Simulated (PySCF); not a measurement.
# Two-component Hartree-Fock for Ce⁴⁸⁺ (cerium, charge +48)

Start: [Ne]. Calculated with PySCF 2.14 in an uncontracted even-tempered set (17 s from 27 bohr⁻², ratio 2.4; 13 p from 36 bohr⁻², ratio 2.4; 5 d from 130 bohr⁻², ratio 2.6; 4 f from 200 bohr⁻², ratio 2.6): generalised Hartree-Fock with the X2C-1e Hamiltonian and a Gaussian nucleus; one run each with spin-orbit coupling (SO) switched off, then screened by Boettger's factors.

| spinor shell | electrons | ε, spin-free (eV) | ε, screened SO (eV) | weight of nominal j (screened SO) | rms radius, screened SO (bohr) |
| --- | --- | --- | --- | --- | --- |
| 1s1/2 | 2 | -44104.0 | -44099.9 | 1.000 | 0.0280 |
| 2s1/2 | 2 | -9834.2 | -9833.2 | 1.000 | 0.111 |
| 2p1/2 | 2 | -9173.3 | -9498.7 | 1.000 | 0.0955 |

Q: Where does 2p3/2 lie, and what is the 2p spin-orbit splitting (screened SO)?

A: At -9030.8 eV, 467.88 eV above 2p1/2.

```
   quantity    spin-free  screened SO
E (hartree)  -6491.01562  -6494.16354
        M_J            0            0
       ⟨J²⟩        0.000        0.000
       ⟨L²⟩        0.000        0.012
       ⟨S²⟩        0.000        0.012
```

Breit and QED terms are absent; they matter most for the inner s and p1/2 levels.

Densities and radii are taken from the X2C orbitals without a picture-change correction, which distorts them close to the nucleus.

Without spin-orbit coupling the j labels of p, d and f shells carry no meaning; the spin-free column gives the mean over the occupied spinors of each nl shell.
